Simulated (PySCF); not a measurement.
W(O)2(OH)(NH2) (H3NO3W), SMILES [O]=[W]([OH])(=[O])[NH2], multiplicity 1.

Geometry optimised at B3LYP-D3(BJ)/def2-SVP. The geometry has at least one imaginary mode, so it is a saddle point at that level. The spin state was assumed, not searched. The structure was generated by enumeration; whether it is a known compound was not checked. The def2 effective core potentials stand for the cores of W; spin–orbit coupling is left out. Other conformers were not sampled.

Two levels are set side by side: PBE/def2-TZVP (PySCF) and ωB97X/def2-TZVP (PySCF). Same geometry, gas phase. Differences are taken from unrounded values.

```tsv
quantity	ωB97X
orbital gap (eV)	11.72
highest occupied level (eV)	-11.00
lowest empty level (eV)	0.72
dipole moment (D)	3.26
mean polarisability (bohr³)	53.0
```

Question: What does PBE give, and how far is it from ωB97X? (An estimate is asked for; the answer gives what the named calculation found.)

Answer: 
```csv
quantity,PBE,PBE minus ωB97X
orbital gap (eV),4.89,-6.83
highest occupied level (eV),-7.07,3.93
lowest empty level (eV),-2.18,-2.90
dipole moment (D),3.11,-0.15
mean polarisability (bohr³),55.4,2.4
```

PBE's occupied levels lie high since its potential decays too fast outside the molecule; exact exchange lowers them and widens the gap. PBE's more diffuse valence density responds more strongly to a field. Differences between two approximate levels are no errors against the true value.

Rough cost on one machine, each run with all the roots and properties that it gave: ωB97X against PBE within a factor of 2.
